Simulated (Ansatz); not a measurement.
**Loss of CH4: CH8InN → InH2(NH2) + CH4**

Species: CH8InN `C[NH2+][InH3-]`, singlet; InH2(NH2), singlet; CH4 `C`, singlet. This is a balance of energies; it says nothing on the path, which may need atoms to shift.

Shapes, held fixed at every level: PBE0-D4/def2-TZVP. Programs: Ansatz 0.2.0. The zero-point and thermal change to 298 K, harmonic and unscaled (PBE0-D4/def2-TZVP), is -5.4 kJ/mol.

(1) Estimate ΔH(298 K) of this reaction.

Results:

(1) The highest level, CCSD(T)/def2-TZVPP, gives ΔH(298 K) = -23.3 kJ/mol; the levels span -36.4 to +1.6. They disagree on the sign: 1 of 8 are positive. The column of differences is taken from that level and isn't an error. No measured value is set beside it here. For atoms past krypton def2 sets carry core potentials with scalar relativity. Outer-core shells of In are correlated, in sets that cover them unevenly. Times are processor times on shared x86 and Arm servers, and rough.

```csv
level,kind,ΔH(298 K) (kJ/mol),less CCSD(T)/def2-TZVPP,CPU time (sum over the molecules)
HF/def2-SVP,Hartree–Fock,-6.3,+17.0,–
HF/def2-TZVPP,Hartree–Fock,-31.3,-8.0,–
SPW92/def2-TZVPP,LDA,+1.6,+24.9,5.9 s
B3LYP-D4/def2-TZVPP,global hybrid,-27.8,-4.5,18 s
PBE0-D4/def2-TZVPP,global hybrid,-18.1,+5.2,11 s
wB97M-V/def2-TZVPP,range-separated hybrid,-21.1,+2.2,47 s
B2PLYP/def2-TZVPP,double hybrid,-36.4,-13.1,21 s
CCSD(T)/def2-TZVPP,coupled cluster or CI,-23.3,0.0,6.4 min
```
